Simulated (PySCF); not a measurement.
Rigid-rotor lines calculated for a species of formula C6H9BS (commonest isotopes; PySCF, PBE0-D3(BJ)/def2-SVP geometry optimisation, gas phase), labelled J(Ka,Kc):

```
     transition     MHz
2(1,1) ← 1(1,0)  4815.3
1(0,1) ← 0(0,0)  2226.1
2(0,2) ← 1(0,1)  4404.8
1(1,1) ← 0(0,0)  4121.6
2(1,2) ← 1(1,1)  4089.0
```

(1) Find the rotational constants.

(2) What moments of inertia, asymmetry and inertial defect follow?

(3) Which dipole components do these lines need?

(4) Predict further lines from these constants: 2(1,1) ← 2(0,2); 2(2,0) ← 1(1,1); 2(1,2) ← 1(0,1); 1(1,0) ← 1(1,1); 2(2,1) ← 1(1,0); 1(1,0) ← 1(0,1); 2(2,0) ← 2(1,1); 2(0,2) ← 1(1,1); 2(1,1) ← 2(1,2); 2(2,1) ← 2(1,2).

(5) Which structure gave them?

Answers

(1) 1(0,1) ← 0(0,0) is B + C, 2(1,1) ← 1(1,0) is 3B + C and 2(1,2) ← 1(1,1) is B + 3C, so B − C is half the difference of the last two, 363.2 MHz. 1(1,1) ← 0(0,0) is A + C. A = 3190.2, B = 1294.6, C = 931.5 MHz.

(2) I = 505379 MHz·u·Å² over each constant: Ia = 158.42, Ib = 390.37, Ic = 542.57 u·Å²; κ = (2B − A − C)/(A − C) = -0.678 (asymmetric top); Δ = Ic − Ia − Ib = -6.22 u·Å².

(3) μa and μb (a-type: ΔKa even, ΔKc odd; b-type: both odd). The calculation gives |μa| = 0.62 D, |μb| = 0.61 D, |μc| = 0.01 D.

(4) 
| transition | MHz | type | branch |
| --- | --- | --- | --- |
| 1(1,0) ← 1(1,1) | 363 | a | Q |
| 2(1,1) ← 2(1,2) | 1089 | a | Q |
| 1(1,0) ← 1(0,1) | 2259 | b | Q |
| 2(0,2) ← 1(1,1) | 2509 | b | R |
| 2(1,1) ← 2(0,2) | 2669 | b | Q |
| 2(2,0) ← 2(1,1) | 5734 | b | Q |
| 2(1,2) ← 1(0,1) | 5985 | b | R |
| 2(2,1) ← 2(1,2) | 6776 | b | Q |
| 2(2,1) ← 1(1,0) | 10502 | b | R |
| 2(2,0) ← 1(1,1) | 10913 | b | R |

(5) `CB(C)c1cccs1`. Three constants can't fix a structure by themselves; this is the one that was computed:
```xyz
17
C6H9BS angstrom
C     -1.789    1.719   -0.229
B     -1.168    0.286   -0.044
C     -2.111   -0.975    0.079
C      0.364    0.072    0.016
C      1.083   -1.103    0.178
C      2.486   -0.928    0.182
C      2.840    0.394    0.022
S      1.472    1.400   -0.131
H     -1.075    2.547   -0.351
H     -2.473    1.718   -1.095
H     -2.431    1.944    0.642
H     -3.182   -0.726    0.102
H     -1.874   -1.568    0.979
H     -1.941   -1.651   -0.778
H      0.594   -2.072    0.292
H      3.211   -1.734    0.298
H      3.845    0.813   -0.011
```

Whether it is a minimum is left open (no frequencies). Zero-point vibration and centrifugal distortion are left out. A rigid rotor knows nothing of internal rotation, which can split or shift real lines. Quadrupole hyperfine structure (11B) is left out.

The run took 64 s on Arm Neoverse V2, one thread, no GPU (shared host), and the process peaked at 0.76 GiB of memory. This is the geometry optimisation.
